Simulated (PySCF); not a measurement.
Orbital picture of SnBi⁺

r²SCAN at R = 2.879 Å; Sn def2-SVP with ECP28, Bi def2-SVP with ECP60; scalar-relativistic core potentials (PySCF 2.14). State: ³Σ⁻ (triplet), unpaired electrons π ↑↑. Only the outer orbitals are listed, counted within each symmetry, core potentials removing the inner ones.

```json
{"spin": "α", "orbital": "7σ", "occ.": "1", "ε (eV)": "-21.07", "on Sn (%)": "9", "main shells (%)": "90 Bi s"}
{"spin": "α", "orbital": "8σ", "occ.": "1", "ε (eV)": "-16.77", "on Sn (%)": "86", "main shells (%)": "86 Sn s, 8 Bi s"}
{"spin": "α", "orbital": "5π", "occ.": "1", "ε (eV)": "-11.02", "on Sn (%)": "24", "main shells (%)": "75 Bi p, 23 Sn p"}
{"spin": "α", "orbital": "5π", "occ.": "1", "ε (eV)": "-11.02", "on Sn (%)": "24", "main shells (%)": "75 Bi p, 23 Sn p"}
{"spin": "α", "orbital": "9σ", "occ.": "1", "ε (eV)": "-10.96", "on Sn (%)": "46", "main shells (%)": "52 Bi p, 39 Sn p"}
{"spin": "α", "orbital": "6π", "occ.": "0", "ε (eV)": "-8.76", "on Sn (%)": "75", "main shells (%)": "76 Sn p, 24 Bi p"}
{"spin": "α", "orbital": "6π", "occ.": "0", "ε (eV)": "-8.76", "on Sn (%)": "75", "main shells (%)": "76 Sn p, 24 Bi p"}
{"spin": "α", "orbital": "10σ", "occ.": "0", "ε (eV)": "-5.84", "on Sn (%)": "60", "main shells (%)": "59 Sn p, 40 Bi p"}
{"spin": "β", "orbital": "7σ", "occ.": "1", "ε (eV)": "-19.81", "on Sn (%)": "14", "main shells (%)": "86 Bi s, 10 Sn s"}
{"spin": "β", "orbital": "8σ", "occ.": "1", "ε (eV)": "-16.23", "on Sn (%)": "83", "main shells (%)": "83 Sn s, 11 Bi s"}
{"spin": "β", "orbital": "9σ", "occ.": "1", "ε (eV)": "-10.57", "on Sn (%)": "51", "main shells (%)": "47 Bi p, 46 Sn p"}
{"spin": "β", "orbital": "5π", "occ.": "0", "ε (eV)": "-9.37", "on Sn (%)": "54", "main shells (%)": "54 Sn p, 45 Bi p"}
{"spin": "β", "orbital": "5π", "occ.": "0", "ε (eV)": "-9.37", "on Sn (%)": "54", "main shells (%)": "54 Sn p, 45 Bi p"}
{"spin": "β", "orbital": "6π", "occ.": "0", "ε (eV)": "-7.61", "on Sn (%)": "46", "main shells (%)": "54 Bi p, 45 Sn p"}
```

Question: Which are the highest filled and the lowest empty level, where do they sit, and how wide is the gap?

Answer: Highest filled β 9σ at -10.57 eV (in %: 47 Bi p, 46 Sn p); lowest empty β 5π at -9.37 eV (in %: 54 Sn p, 45 Bi p); the gap at r²SCAN is 1.20 eV.

```
bond order (Mayer)                                                                                                 : 1.71
⟨S²⟩                                                                                                               : 2.008
charge on Sn (Mulliken, basis-dependent)                                                                           : 0.64
charge on Sn (Löwdin, basis-dependent)                                                                             : 0.58
dipole moment (positive dipole points towards Bi; it is taken about the centre of mass and depends on that origin) : -2.87 D
```

Spin–orbit coupling is left out, which matters for elements this heavy, above all for dissociation energies. The state was picked by a PBE0 search and need not be the measured ground state.
